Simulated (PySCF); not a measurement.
SMILES B(B(Cl)Cl)(Cl)Cl at its PBE0/def2-SVP optimised geometry (Å):

```
6

Cl    -1.2964     1.4944     0.0000
B     -0.4444    -0.0320     0.0000
Cl     1.3036    -0.0320     0.0000
B     -1.3036    -1.4944    -0.0010
Cl    -1.7410    -2.2605    -1.5104
Cl    -1.7632    -2.2539     1.5048
```

Computed with PBE0/def2-TZVP in PySCF 2.14.0. Cells within 0.4 Å of a nucleus heavier than hydrogen are left out (blank, or x).

Map of the electron localisation function on the plane z = 0.0 Å:

```
|000000000111000000000000000|
|000000122333210000000000000|
|000011345665431000000000000|
|000124567887652000000000000|
|001346788898762000000000000|
|013567887899862000000000000|
|02468881x179851000122100000|
|0357896xxx18740002455421000|
|1367897xxx17630025777642000|
|035789820168620257888753100|
|024678877888623578999864100|
|012456667886346776589874200|
|00011223561xx3884xx07874200|
|0000001244xxx1881xxx4874200|
|00000025781xx2883xxx6874200|
|000001489995346773268874200|
|000001479999844678999864100|
|000011100499831368898763100|
|0001120xxx38730147887642000|
|0000121xxx04410014666421000|
|00001231x002100001343210000|
|000012333221100000111000000|
|000001123221000000000000000|
|000000011110000000000000000|
|000000000000000000000000000|
|000000000000000000000000000|
|000000000000000000000000000|
```
Scale: ten equal steps from 0.000 (start of '0') to 0.991 (end of '9'), in the order '0123456789'; x runs from -3.50 to 3.50, y from -3.50 (bottom) to 3.50 (top).
